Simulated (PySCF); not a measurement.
Molecule: SMILES CCCCC(=O)Cl, C5H9ClO.

Molfile (atoms numbered from 1):
```
C5H9ClO
     RDKit          3D

 16 15  0  0  0  0  0  0  0  0999 V2000
   -1.4150    0.7288    0.6453 C   0  0  0  0  0  0  0  0  0  0  0  0
   -0.0404    1.0775    1.1924 C   0  0  0  0  0  0  0  0  0  0  0  0
    1.0857    0.7739    0.2137 C   0  0  0  0  0  0  0  0  0  0  0  0
    2.4518    1.1406    0.7653 C   0  0  0  0  0  0  0  0  0  0  0  0
    3.5768    0.8550   -0.1835 C   0  0  0  0  0  0  0  0  0  0  0  0
    3.5070    0.3840   -1.2656 O   0  0  0  0  0  0  0  0  0  0  0  0
    5.1682    1.3228    0.5099 Cl  0  0  0  0  0  0  0  0  0  0  0  0
   -2.2092    0.9612    1.3703 H   0  0  0  0  0  0  0  0  0  0  0  0
   -1.4881   -0.3433    0.4026 H   0  0  0  0  0  0  0  0  0  0  0  0
   -1.6311    1.2901   -0.2778 H   0  0  0  0  0  0  0  0  0  0  0  0
    0.1361    0.5260    2.1329 H   0  0  0  0  0  0  0  0  0  0  0  0
   -0.0085    2.1477    1.4636 H   0  0  0  0  0  0  0  0  0  0  0  0
    1.0768   -0.2965   -0.0515 H   0  0  0  0  0  0  0  0  0  0  0  0
    0.9191    1.3151   -0.7327 H   0  0  0  0  0  0  0  0  0  0  0  0
    2.6763    0.6024    1.7025 H   0  0  0  0  0  0  0  0  0  0  0  0
    2.5169    2.2096    1.0319 H   0  0  0  0  0  0  0  0  0  0  0  0
  1  2  1  0
  2  3  1  0
  3  4  1  0
  4  5  1  0
  5  6  2  0
  5  7  1  0
  1  8  1  0
  1  9  1  0
  1 10  1  0
  2 11  1  0
  2 12  1  0
  3 13  1  0
  3 14  1  0
  4 15  1  0
  4 16  1  0
M  END
```

Geometry PBE0-D3(BJ)/def2-SVP throughout; GIAO in PySCF 2.14.0 with density-fitted response routines, gas phase, one conformer, non-relativistic; equivalent atoms averaged; functional PBE0.

For orientation, def2-TZVP gives these absolute shieldings σ: C5 2.5, C4 135.5, C3 156.4, C1 170.7, O6 -236.8, H15/H16 28.58, H13/H14 29.97, H8/H9/H10 30.52, H11/H12 30.30 ppm.

A run gave: C5 17.5, C4 146.7, C3 165.9, C1 178.5, O6 -203.2, H15/H16 28.81, H13/H14 30.12, H8/H9/H10 30.47, H11/H12 30.38 ppm (absolute shieldings σ).

Q: Which basis set was used in that run?
A. pcSseg-0
B. aug-cc-pVDZ
C. cc-pVDZ
D. def2-SVP

A: D. H13/H14 tells them apart best: def2-SVP gives 30.12, cc-pVDZ gives 29.95, aug-cc-pVDZ gives 29.83, pcSseg-0 gives 31.42 ppm.
